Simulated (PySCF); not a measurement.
Al(OH)(OMe)(SeH) (CH₅AlO₂Se), SMILES C[O][Al]([SeH])[OH]. Atoms are numbered in the order given.

```xyz
10

Al     0.5315    -0.4293     0.0459
O      2.0070    -0.4837     0.8867
H      2.6798    -1.1678     0.8560
O     -0.0435    -1.5947    -1.0254
C      0.1840    -2.8152    -1.6539
H      0.1984    -2.6915    -2.7520
H      1.1453    -3.2786    -1.3574
H     -0.6205    -3.5334    -1.4127
Se    -0.8035     1.4064     0.4048
H      0.1944     1.9533     1.3388
```
Charge 0, spin multiplicity 1.

Geometry: r2SCAN-D4/def2-SVP. One conformer was computed; it need not be the lowest.

Computed with B3LYP/pcSseg-1 (PySCF).

GIAO shieldings, no solvent; atoms alike by connectivity are averaged. δ = σ(ref) − σ: ¹⁷O against H2O (σ = 333.8 ppm); ¹H against TMS (σ = 31.68 ppm); ¹³C against TMS (σ = 181.3 ppm); ⁷⁷Se against Me2Se (σ = 1647.9 ppm), references at their B3LYP-D3(BJ)/def2-TZVP geometries, non-relativistic.

```tsv
atoms	nucleus	count	δ (ppm)
O2	¹⁷O	1	29.2
O4	¹⁷O	1	___
H6, H7, H8	¹H	3	___
H3	¹H	1	1.99
H10	¹H	1	-0.02
C5	¹³C	1	57.5
Se9	⁷⁷Se	1	___
```

Question: Fill in the missing entries. (The exact figures need the calculation; the answer reports its results.)

Answer: 
- H6, H7, H8, δ (ppm): 4.30
- Se9, δ (ppm): -690.2
- O4, δ (ppm): 25.1
